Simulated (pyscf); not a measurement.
Structures and frequencies: ωB97X-D3(BJ)/def2-SVP in PySCF. MP2 and CC: frozen core, UHF for open shells. ΔMP2 is the change of the MP2 total energy from the triple- to the quadruple-zeta basis.

Problem. What is the homolytic dissociation enthalpy (298 K, CCSD(T)/def2-TZVPP + ΔMP2(QZVPP)) of the O–Si bond of F–SiH₂–O–SiH: [singlet], to F–SiH₂• + [O=SiH]•?

Solution. O–Si to F–SiH₂• + [O=SiH]•: 99.5 kcal/mol. The radicals are drawn with the spin at the cut bond; how far it spreads was not checked. Other isomers of F–SiH₂–O–SiH: [singlet] were not searched in full and may lie lower. The CCSD(T) − MP2 part came from Ansatz, without density fitting, on the same reference.
